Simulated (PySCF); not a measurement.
WCl₆, SMILES [Cl][W]([Cl])([Cl])([Cl])([Cl])[Cl], multiplicity 1.

Coordinates come from a B3LYP-D3(BJ)/def2-SVP optimisation. The spin state was assumed, not searched. The isomer is the one that the SMILES or the coordinates give; other isomers of the formula were not compared. The def2 effective core potentials stand for the cores of W; spin–orbit coupling is left out.

These are B3LYP-D3(BJ)/def2-SVP (PySCF) values and carry that method's errors.

Frequencies are harmonic and unscaled.

Modes within 1.5 cm⁻¹ of each other (mostly degenerate sets) share a row, with their intensities summed.

Task: Estimate the vibrational spectrum. (Estimate from the structure and the level; the computed values follow.)

Result: 
```json
[
 {"mode": "1–3", "ν (cm⁻¹)": "87", "IR (km/mol)": "0.0", "moving atoms (share of kinetic energy)": "Cl 100 %"},
 {"mode": "4–6", "ν (cm⁻¹)": "165", "IR (km/mol)": "50.0", "moving atoms (share of kinetic energy)": "Cl 69 %, W 31 %"},
 {"mode": "7–9", "ν (cm⁻¹)": "199", "IR (km/mol)": "0.0", "moving atoms (share of kinetic energy)": "Cl 100 %"},
 {"mode": "10–11", "ν (cm⁻¹)": "327", "IR (km/mol)": "0.0", "moving atoms (share of kinetic energy)": "Cl 100 %"},
 {"mode": "12–14", "ν (cm⁻¹)": "369", "IR (km/mol)": "417.0", "moving atoms (share of kinetic energy)": "Cl 78 %, W 22 %"},
 {"mode": "15", "ν (cm⁻¹)": "399", "IR (km/mol)": "0.0", "moving atoms (share of kinetic energy)": "Cl 100 %"}
]
```
